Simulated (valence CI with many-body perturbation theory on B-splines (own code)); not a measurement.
**S X: electric-dipole lines**

Computed by valence CI with perturbative core correlation (CI+MBPT): five valence electrons over a frozen Dirac-Fock core [He], a basis of 9 s, 9 p, 8 d, 6 f, 3 g, 1 h functions for each j, with the one-electron correlation potential Σ1 (screened to all orders), the two-electron term Σ2, the three-electron term Σ3, Breit, model QED; selected single and double excitations, second order for the rest, scaled by the run's own slope (own B-spline code, finite nucleus).

No measured levels were compared; by estimate levels of excited configurations hold to 0.05 to 0.15 % of their energy, terms of the ground configuration to about 0.5 %. Among the levels kept, up to 2200 cm⁻¹ of a level comes from second order outside the variational space, and about a tenth of that is noise between levels of different J, which matters for small intervals.

Lines 1 to 50 of 242 in falling wavelength, among levels below 2417300 cm⁻¹, chosen from the strongest by gf and those to the six lowest levels. Wavelengths and rates use the calculated energies, so an error of 300 cm⁻¹ moves a line at 159.3 nm by 0.48 % and its rate by three times that or more. Electric multipoles are in the length gauge, E1 and E2 with the static RPA response of the core. Weak lines are less certain than strong ones. Lines between different terms over intervals too small for the method are left out, as are lines whose strength nearly cancels. The highest levels of a list are the least certain.

Names give the largest LS component (configuration and term), which can be under half, so a name can repeat, a term be missing and a line seem to break the LS rules; names also repeat where a configuration has a term twice. Letters in brackets count levels of one name in rising energy.

| λ vac (nm) | Upper | Lower | A (s⁻¹) | log gf | Branch % |
| --- | --- | --- | --- | --- | --- |
| 159.3 | 2s²2p²3p ²S°_1/2 | 2s²2p²3s ²P_3/2 | 8.52e+07 | -1.19 | 8.5 |
| 154.3 | 2s²2p²3p ²D°_5/2 [a] | 2s²2p²3s ²D_5/2 | 4.29e+07 | -1.04 | 2.1 |
| 105.3 | 2s²2p²3d ²P_3/2 | 2s²2p²3p ²P°_3/2 [a] | 1.01e+08 | -1.17 | 0.0 |
| 103.0 | 2s²2p²3p ²D°_3/2 [a] | 2s²2p²3s ²P_3/2 | 1.10e+08 | -1.16 | 6.8 |
| 101.3 | 2s²2p²3d ²D_5/2 [b] | 2s²2p²3p ²P°_3/2 [b] | 7.33e+07 | -1.17 | 0.0 |
| 99.89 | 2s²2p²3p ⁴D°_5/2 | 2s²2p²3s ⁴P_5/2 | 9.88e+07 | -1.05 | 7.1 |
| 98.04 | 2s²2p²3p ⁴D°_3/2 | 2s²2p²3s ⁴P_3/2 | 2.88e+08 | -0.78 | 20.0 |
| 96.46 | 2s²2p²3d ²F_5/2 [b] | 2s²2p²3p ²P°_3/2 [b] | 2.69e+08 | -0.65 | 0.0 |
| 96.37 | 2s²2p²3d ²D_3/2 [b] | 2s²2p²3p ²P°_1/2 [b] | 2.20e+08 | -0.91 | 0.0 |
| 96.03 | 2s²2p²3p ⁴D°_1/2 | 2s²2p²3s ⁴P_1/2 | 6.50e+08 | -0.75 | 54.7 |
| 95.66 | 2s²2p²3p ²D°_3/2 [a] | 2s²2p²3s ²P_1/2 | 4.95e+08 | -0.57 | 30.6 |
| 95.15 | 2s²2p²3d ²P_1/2 | 2s²2p²3p ²P°_1/2 [a] | 2.42e+08 | -1.18 | 0.0 |
| 95.10 | 2s²2p²3p ²D°_5/2 [a] | 2s²2p²3s ²P_3/2 | 5.66e+08 | -0.34 | 28.2 |
| 94.60 | 2s²2p²3p ⁴D°_7/2 | 2s²2p²3s ⁴P_5/2 | 8.04e+08 | -0.06 | 68.7 |
| 94.05 | 2s²2p²3p ⁴D°_5/2 | 2s²2p²3s ⁴P_3/2 | 6.96e+08 | -0.26 | 49.8 |
| 93.84 | 2s²2p²3p ⁴D°_3/2 | 2s²2p²3s ⁴P_1/2 | 4.81e+08 | -0.59 | 33.5 |
| 93.55 | 2s²2p²3p ⁴P°_3/2 | 2s²2p²3s ⁴P_5/2 | 2.71e+08 | -0.85 | 3.3 |
| 92.82 | 2s²2p²3p ²F°_5/2 | 2s²2p²3s ²D_3/2 | 8.65e+08 | -0.17 | 22.5 |
| 92.05 | 2s2p³3p ⁶P_3/2 | 2s2p³3s ⁶S°_5/2 | 9.85e+08 | -0.30 | 88.4 |
| 91.38 | 2s2p³3p ⁶P_5/2 | 2s2p³3s ⁶S°_5/2 | 1.01e+09 | -0.12 | 70.7 |
| 90.79 | 2s²2p²3p ²F°_7/2 | 2s²2p²3s ²D_5/2 | 9.51e+08 | -0.03 | 24.4 |
| 90.39 | 2s²2p²3p ⁴P°_5/2 | 2s²2p²3s ⁴P_5/2 | 7.21e+08 | -0.28 | 9.8 |
| 90.28 | 2s2p³3p ⁶P_7/2 | 2s2p³3s ⁶S°_5/2 | 1.05e+09 | 0.01 | 98.6 |
| 89.06 | 2s²2p²3p ⁴P°_1/2 | 2s²2p²3s ⁴P_3/2 | 7.79e+08 | -0.73 | 10.1 |
| 88.41 | 2s²2p²3p ⁴P°_3/2 | 2s²2p²3s ⁴P_3/2 | 3.16e+08 | -0.83 | 3.8 |
| 86.15 | 2s²2p²3p ²P°_3/2 [a] | 2s²2p²3s ²P_3/2 | 6.52e+08 | -0.54 | 8.2 |
| 86.06 | 2s²2p²3p ²P°_1/2 [a] | 2s²2p²3s ²P_3/2 | 3.28e+08 | -1.14 | 4.4 |
| 85.58 | 2s²2p²3p ⁴P°_5/2 | 2s²2p²3s ⁴P_3/2 | 1.48e+08 | -1.01 | 2.0 |
| 85.06 | 2s²2p²3p ²P°_1/2 [c] | 2s²2p²3s ²S_1/2 | 1.13e+09 | -0.61 | 14.0 |
| 84.98 | 2s²2p²3p ²P°_3/2 [c] | 2s²2p²3s ²S_1/2 | 1.13e+09 | -0.31 | 13.2 |
| 84.98 | 2s²2p²3p ⁴P°_3/2 | 2s²2p²3s ⁴P_1/2 | 3.35e+08 | -0.84 | 4.1 |
| 84.69 | 2s²2p²3d ²D_3/2 [b] | 2s²2p²3p ²D°_3/2 [b] | 3.75e+08 | -0.79 | 0.0 |
| 84.58 | 2s²2p²3d ²D_5/2 [b] | 2s²2p²3p ²D°_5/2 [b] | 3.58e+08 | -0.64 | 0.0 |
| 84.56 | 2s²2p²3d ²D_5/2 [b] | 2s²2p²3p ²D°_3/2 [b] | 3.31e+08 | -0.67 | 0.0 |
| 83.71 | 2s²2p²3d ²F_7/2 [b] | 2s²2p²3p ²D°_5/2 [b] | 8.52e+08 | -0.15 | 0.0 |
| 83.28 | 2s²2p²3d ⁴F_7/2 | 2s²2p²3p ⁴D°_7/2 | 7.88e+07 | -1.18 | 1.4 |
| 81.74 | 2s²2p²3d ⁴F_5/2 | 2s²2p²3p ⁴D°_5/2 | 1.94e+08 | -0.93 | 1.9 |
| 81.24 | 2s²2p²3d ⁴P_5/2 | 2s²2p²3p ⁴S°_3/2 | 4.46e+08 | -0.58 | 0.0 |
| 81.19 | 2s²2p²3d ²F_5/2 [b] | 2s²2p²3p ²D°_3/2 [b] | 4.29e+08 | -0.59 | 0.0 |
| 80.92 | 2s²2p²3p ²P°_3/2 [a] | 2s²2p²3s ²P_1/2 | 1.97e+08 | -1.11 | 2.5 |
| 80.85 | 2s²2p²3p ²P°_1/2 [a] | 2s²2p²3s ²P_1/2 | 5.73e+08 | -0.95 | 7.7 |
| 80.36 | 2s²2p²3d ⁴F_3/2 | 2s²2p²3p ⁴D°_3/2 | 2.87e+08 | -0.95 | 3.1 |
| 80.30 | 2s²2p²3d ⁴F_9/2 | 2s²2p²3p ⁴D°_7/2 | 1.27e+09 | 0.09 | 100.0 |
| 79.57 | 2s²2p²3d ⁴F_7/2 | 2s²2p²3p ⁴D°_5/2 | 1.21e+09 | -0.04 | 21.2 |
| 79.55 | 2s²2p²3d ⁴P_3/2 | 2s²2p²3p ⁴S°_3/2 | 6.34e+08 | -0.62 | 0.0 |
| 79.40 | 2s²2p²3d ⁴D_5/2 | 2s²2p²3p ⁴P°_5/2 | 1.77e+08 | -1.00 | 0.1 |
| 79.37 | 2s²2p²3d ²P_3/2 | 2s²2p²3p ⁴P°_3/2 | 2.19e+08 | -1.08 | 0.1 |
| 79.31 | 2s²2p²3d ²F_5/2 [a] | 2s²2p²3p ²D°_3/2 [a] | 1.14e+09 | -0.19 | 0.3 |
| 79.13 | 2s²2p²3d ²F_7/2 [a] | 2s²2p²3p ²D°_5/2 [a] | 1.20e+09 | -0.04 | 0.4 |
| 78.95 | 2s²2p²3d ⁴F_5/2 | 2s²2p²3p ⁴D°_3/2 | 1.11e+09 | -0.20 | 10.8 |

Problem. How does gf follow from A for the line at 96.37 nm?

Solution. gf = 1.4992 × (2J+1)_upper × A / σ², with σ = 103769 cm⁻¹ and 2J+1 = 4: gf = 0.123.
